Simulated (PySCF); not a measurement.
**How methods differ on the ionisation energy of O²⁺**

O²⁺ [He] 2s2 2p2 (3P) → O³⁺ [He] 2s2 2p1 (2P), as a difference of total energies. All numbers are calculated (PySCF 2.14, the spin-free X2C one-electron Hamiltonian (Gaussian nucleus), in ANO-RCC-VTZP (4s3p2d1f, 30 functions)). Correlated levels: valence and next inner shell: nothing frozen. The calculations carry no spin-orbit coupling.

**Question.** Order these methods by the ionisation energy they give, lowest first.
A. UHF
B. CCSD(T) (valence and next inner shell)
C. MP2 (valence and next inner shell)
D. SCS-MP2 (valence and next inner shell)

**Answer.** A (54.596 eV), B (54.748 eV), D (54.817 eV), C (54.956 eV).

Errors of the correlated levels include the incompleteness of this basis.

For comparison: 54.936 eV (semi-empirical (NIST evaluation); NIST Atomic Spectra Database, ionization energies).
